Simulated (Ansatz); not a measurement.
# What each rung costs, and what it gives

Saddle point of SiNH6ClO, singlet (SiNH₅O ([NH2][SiH2][OH]) + HCl → SiNH₄Cl ([NH2][SiH2][Cl]) + H₂O; bonds formed: Si1–Cl7, O2–H6; bonds broken: Si1–O2, H6–Cl7), PBE0-D4/def2-TZVP structure:

```xyz
10
angstrom
Si -0.0121 -0.4790 -0.2188
O 1.2615 -0.0029 1.2522
H 0.6851 -1.6046 -0.8757
H -0.7184 -1.1372 0.9440
N -1.4056 0.2755 -0.8341
H 1.7557 0.7764 0.9399
Cl 1.3083 1.0528 -1.2272
H 0.8471 0.1558 2.1077
H -1.4031 0.9213 -1.6043
H -2.3185 0.0420 -0.4835
```

Barriers are electronic and count from the start structure reached by relaxing down the imaginary mode.

Computed with Ansatz 0.2.0 (basis: as named in each row); correlated methods freeze the cores. B3LYP uses VWN-RPA correlation. Extrapolation: Hartree–Fock as exp(−7.88 √X), correlation as X^−2.97.

Times are rough, for one single point on 4 threads of a shared host (Arm Neoverse V2).

The estimate by CCSD(T) at an estimated basis limit (MP2 extrapolated from triple and quadruple zeta, plus CCSD(T) − MP2 in triple zeta) is 18.09 kcal/mol.

```
      method       basis  time (s)  barrier (kcal/mol)  method less estimate
          HF      STO-3G   under 1                7.27                -10.82
      PBE-D4      STO-3G   under 1               -0.81                -18.90
       SPW92    def2-SVP   under 1                9.77                 -8.32
      PBE-D4    def2-SVP   under 1               13.79                 -4.30
    B3LYP-D4       6-31G   under 1               11.23                 -6.86
     PBE0-D4    def2-SVP   under 1               14.45                 -3.63
       SPW92  def2-TZVPP         1               11.94                 -6.15
      PBE-D4  def2-TZVPP         2               15.60                 -2.49
     BLYP-D4  def2-TZVPP         2               19.45                  1.36
    B3LYP-D4  def2-TZVPP         2               19.76                  1.67
    BHLYP-D4  def2-TZVPP         2               20.48                  2.39
     PBE0-D4  def2-TZVPP         2               16.33                 -1.76
CAM-B3LYP-D4  def2-TZVPP         2               20.16                  2.07
     CCSD(T)    def2-SVP         3               20.26                  2.17
   r2SCAN-D4  def2-TZVPP         3               16.83                 -1.26
     wB97M-V    def2-SVP         4               14.32                 -3.77
  r2SCAN0-D4  def2-TZVPP         4               17.10                 -0.99
      B2PLYP  def2-TZVPP         4               20.12                  2.04
    PBE-QIDH  def2-TZVPP         4               17.32                 -0.77
  RPA on PBE  def2-TZVPP         4               20.50                  2.41
     wB97X-V  def2-TZVPP         6               18.13                  0.04
      B97M-V  def2-TZVPP         6               17.07                 -1.02
     wB97M-V  def2-TZVPP         6               16.65                 -1.44
         MP2  def2-QZVPP        16               17.71                 -0.38
     CCSD(T)  def2-TZVPP        85               19.64                  1.55
```

All methods are single points on the PBE0-D4 structures; a negative value means that the method puts the saddle structure below the start.

The T1 diagnostic stays at or below 0.011.

Hydrogen chloride, the by-product of chloride precursors, can attack films and sites by steps of this kind.

Labels in which every atom is bracketed show which atoms are joined, not bond orders.
